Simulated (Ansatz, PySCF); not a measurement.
Gas-phase reaction (SMILES): [SiH3]CC#CC[SiH3] + 4 C (CH4) → C#C (C2H2) [acetylene] + 2 CC (C2H6) + 2 C[SiH3] [methylsilane]; bond separation energy.

Geometries: B3LYP-D3(BJ)/def2-TZVP minima from Ansatz (a program for electronic structure). Valence correlation only, unless marked. Spin-orbit coupling is left out. No relativistic terms. Basis-set limits of correlation are two-point, X^-3; Hartree-Fock from the larger set. [CCSD(T)-MP2]/basis is that difference in the basis named. Thermal terms are rigid-rotor harmonic-oscillator values from B3LYP-D3(BJ) frequencies (Ansatz or PySCF) at 298.15 K and 1 atm. 1 Eh = 627.5095 kcal/mol.

| species | E, RI-MP2/CBS(cc-pV(T+d)Z,cc-pV(Q+d)Z)+[CCSD(T)-MP2]/cc-pV(T+d)Z (Ansatz) (Eh) | E, PBE-D3(BJ)/def2-TZVPD (Ansatz + dftd3) (Eh) | H - E (Eh) |
|---|---|---|---|
| [SiH3]CC#CC[SiH3] | -736.31420 | -736.91785 | 0.12544 |
| C#C (C2H2) | -77.22575 | -77.25269 | 0.03061 |
| C (CH4) | -40.46125 | -40.46420 | 0.04840 |
| CC (C2H6) | -79.71807 | -79.73427 | 0.07887 |
| C[SiH3] | -330.73641 | -331.01138 | 0.06602 |

Q: Work out ΔE and ΔH at 298.15 K at the first level, then ΔH at the second.

A: 
1. ΔE = [(-77.22575) + 2×(-79.71807) + 2×(-330.73641)] - [(-736.31420) + 4×(-40.46125)] = 0.02449 Eh = 15.4 kcal/mol at RI-MP2/CBS(cc-pV(T+d)Z,cc-pV(Q+d)Z)+[CCSD(T)-MP2]/cc-pV(T+d)Z.
2. The terms H - E add up to 0.00135 Eh, so ΔH = (0.02449 + (0.00135))×627.5095 = 16.2 kcal/mol.
3. At PBE-D3(BJ)/def2-TZVPD the same steps give ΔE = 19.2 and ΔH = 20.1 kcal/mol, a shift of +3.9 from the first level.
4. These values are not checked against measurement here, since the tables used lack a sound gas-phase enthalpy of formation for at least one species.
